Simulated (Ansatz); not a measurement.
Two structures of SnH$_{2}$Cl$_{2}$O$_{2}$, closed shell, reached by relaxing down either side of one saddle point (PBE0-D4/def2-TZVP). Energies are electronic, without zero-point energy. Ansatz 0.2.0; basis: def2-TZVPP and def2-QZVPP; cores frozen in the correlated methods. Filled d shells of the heavier atoms are correlated. Core potentials replace the inner electrons of the atoms past krypton. The def2 sets are not built for correlating such inner shells, so the correlated values are less sure here. Extrapolation: Hartree–Fock as exp(−7.88 √X), correlation as X^−2.97. First:

```
7
angstrom
Sn -0.3558 -0.0733 -0.1378
O 0.6921 0.9863 1.1020
O 0.8319 -0.5513 -1.5828
H 1.7556 -0.4656 -1.3260
Cl -2.1190 1.0887 -1.0218
Cl -1.1853 -1.9204 0.9562
H 0.3803 0.9357 2.0102
```

Second:

Sn1  (-0.576, -0.453, -0.686)
O2  (0.812, 0.808, 0.625)
O3  (0.835, -0.867, -1.767)
H4  (1.644, 0.593, 0.174)
Cl5  (-2.273, 1.067, -1.020)
Cl6  (-1.337, -1.692, 1.125)
H7  (0.895, 0.544, 1.549)
(Å)

Task: Which bonds change from the first to the second?

Result: SnH₂Cl₂O₂ ([OH][Sn]([OH])([Cl])[Cl]) → SnCl₂O ([O][Sn]([Cl])[Cl]) + H₂O (still joined by a long Sn–O bond); bonds formed: O2–H4; bonds broken: O3–H4; bonds weakened to dative contacts: Sn1–O2.

Task: Give the saddle point's structure and its height above each. (An estimate is asked for; the value comes from the calculation.)

Result: By the calculation: 1.947 eV above the first and 0.171 eV above the second (CCSD(T) at an estimated basis limit (MP2 extrapolated from triple and quadruple zeta, plus CCSD(T) − MP2 in triple zeta)).
Sn1  (-0.600, -0.344, -0.484)
O2  (0.854, 0.832, 0.615)
O3  (1.046, -0.553, -1.338)
H4  (1.381, 0.308, -0.201)
Cl5  (-2.335, 1.007, -1.122)
Cl6  (-1.503, -1.806, 1.045)
H7  (1.158, 0.555, 1.486)
(Å)

No T1 diagnostic of these runs exceeds 0.018.

Labels in which every atom is bracketed show which atoms are joined, not bond orders.

For scale, one of the runs: CCSD(T)/def2-TZVPP, 224 basis functions, launched by `ansatz run in.yaml --threads 8 --pin off --events-out ev --progress --plain --max-ram 19148MiB`. Time: 49 s of wall clock on 8 CPU threads of an Intel Xeon Platinum 8488C; the host was shared. Peak host memory: 4 GiB.
